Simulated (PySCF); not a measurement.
# Molecular orbitals of Ga₂

BP86 at R = 2.722 Å; PySCF, scalar-relativistic core potentials, basis sets Ga cc-pVDZ-PP with ECP10. State: ³Πu (triplet), unpaired electrons σ ↑, π ↑. Only the outer orbitals are listed.

```json
{"spin": "α", "orbital": "σg", "occ.": "1", "ε (eV)": "-10.44", "main shells (%)": "94 s"}
{"spin": "α", "orbital": "σu", "occ.": "1", "ε (eV)": "-8.12", "main shells (%)": "92 s"}
{"spin": "α", "orbital": "σg", "occ.": "1", "ε (eV)": "-3.81", "main shells (%)": "93 p"}
{"spin": "α", "orbital": "πu", "occ.": "1", "ε (eV)": "-3.70", "main shells (%)": "98 p"}
{"spin": "α", "orbital": "πu", "occ.": "0", "ε (eV)": "-3.54", "main shells (%)": "99 p"}
{"spin": "α", "orbital": "πg", "occ.": "0", "ε (eV)": "-1.87", "main shells (%)": "99 p"}
{"spin": "α", "orbital": "πg", "occ.": "0", "ε (eV)": "-1.74", "main shells (%)": "98 p"}
{"spin": "β", "orbital": "σg", "occ.": "1", "ε (eV)": "-9.69", "main shells (%)": "95 s"}
{"spin": "β", "orbital": "σu", "occ.": "1", "ε (eV)": "-7.46", "main shells (%)": "92 s"}
{"spin": "β", "orbital": "πu", "occ.": "0", "ε (eV)": "-3.16", "main shells (%)": "99 p"}
{"spin": "β", "orbital": "σg", "occ.": "0", "ε (eV)": "-2.75", "main shells (%)": "94 p"}
{"spin": "β", "orbital": "πu", "occ.": "0", "ε (eV)": "-2.73", "main shells (%)": "99 p"}
```

Problem. Which are the highest filled and the lowest empty level, where do they sit, and how wide is the gap?

Solution. Highest filled α πu at -3.70 eV (in %: 98 p); lowest empty α πu at -3.54 eV (in %: 99 p); the gap at BP86 is 0.16 eV. Both belong to one degenerate shell, split only by its one-sided filling, so this is no excitation gap.

* bond order (Mayer): 1.22
* ⟨S²⟩: 2.002

Spin–orbit coupling is left out. The state is the lowest determinant that a PBE0 search found; another state may lie lower at other levels.
